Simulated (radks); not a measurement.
Values are calculated unless marked as measured or tabulated.
Charge is removed step by step from the 5p down level of Tb, starting from [Kr] 4d10 4f9 5s2 5p(up 3, down 3) 6s2. Level of theory: scalar-relativistic Kohn-Sham, PBEsol, spin-polarised, spherical densities, finite nucleus; open shells are filled with parallel spins first (spin-orbit coupling, left out, can overturn this in heavy ions); Fermi nuclear charge, rms radius 5.06 fm (a radial shooting solver on a logarithmic mesh with Libxc functionals).

removed (e)  E - E(0) (eV)  eigenvalue (eV)  E minus straight line (eV)
0                    0.000          -23.968                       0.000
0.125                3.065          -25.140                      -0.547
0.25                 6.279          -26.351                      -0.945
0.375                9.647          -27.593                      -1.190
0.5                 13.171          -28.862                      -1.278
0.625               16.856          -30.155                      -1.205
0.75                20.703          -31.470                      -0.970
0.875               24.717          -32.805                      -0.569
1                   28.898          -34.158                       0.000

Removing the whole electron costs 28.898 eV by Delta-SCF, against 23.968 eV from minus the eigenvalue at the starting occupation. Slater's transition state (half an electron removed) gives 28.862 eV. Integrating minus the eigenvalue over the occupation (Janak's theorem) gives 28.928 eV. In this scalar-relativistic scheme the density is built from large components alone, so the theorem holds only approximately. The mean slope of the eigenvalue, de/dn, is 10.2 eV per electron.
